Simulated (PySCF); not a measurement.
# Computed properties of Ge(H)(Cl)2(Me) (CH₄Cl₂Ge), SMILES [CH3][GeH]([Cl])[Cl]

CH4Cl2Ge, SMILES [Cl][GeH]([CH3])[Cl]. Geometry optimised at PBE0-D3(BJ)/def2-SVP. The values are those of a single conformer. All values are computed for the isolated molecule unless a solvent is named; none is compared with measurement here.

**Structure.** The optimised structure has Cs symmetry. All 18 harmonic modes at PBE0-D3(BJ)/def2-SVP (PySCF) are real, so it is a minimum. With heavy atoms numbered as in [GeH:1]([CH3:2])([Cl:3])[Cl:4], the shortest bond between them is Ge1–C2 at 1.930 Å and the longest Ge1–Cl3 at 2.158 Å.

**Vibrations.** The strongest infrared lines (harmonic, unscaled, degenerate partners summed) lie at 2191 cm⁻¹ (95 km/mol, H 99 %), 437 cm⁻¹ (80 km/mol, Cl 62 %, Ge 38 %), 819 cm⁻¹ (78 km/mol, H 80 %, C 18 %). The softest mode is at 114 cm⁻¹ and the zero-point energy is 29.9 kcal/mol.

**Electronic structure.** PBE0/def2-TZVP (PySCF) places the frontier levels at -8.74 and -0.39 eV, a gap of 8.35 eV, and gives a dipole moment of 2.75 D and a mean polarisability of 64.4 bohr³. PBE/def2-TZVP (PySCF) at the same geometry gives -7.38 and -1.39 eV, so its gap is 2.36 eV narrower. An orbital gap is neither the optical nor the fundamental gap.

**Excitations.** TDA-PBE0/def2-SVPD (PySCF) has S1 at 6.83 eV (182 nm, f = 0.034, weak); the most intense of the 10 singlets computed lies at 8.36 eV (f = 0.07). T1 (TDA) is at 6.28 eV, 0.55 eV under S1. TDA-PBE/def2-SVPD (PySCF) puts S1 at 6.14 eV. No vertical singlet excitation falls in the visible range (under 3.1 eV).

**NMR.** GIAO shifts at PBE0/pcSseg-1 (PySCF) (non-relativistic, atoms alike by connectivity averaged): ¹³C at 12.4 ppm against TMS; ¹H from 1.3 to 6.5 ppm against TMS. Without spin–orbit terms, shifts of atoms bonded to Cl or Br come out too high.
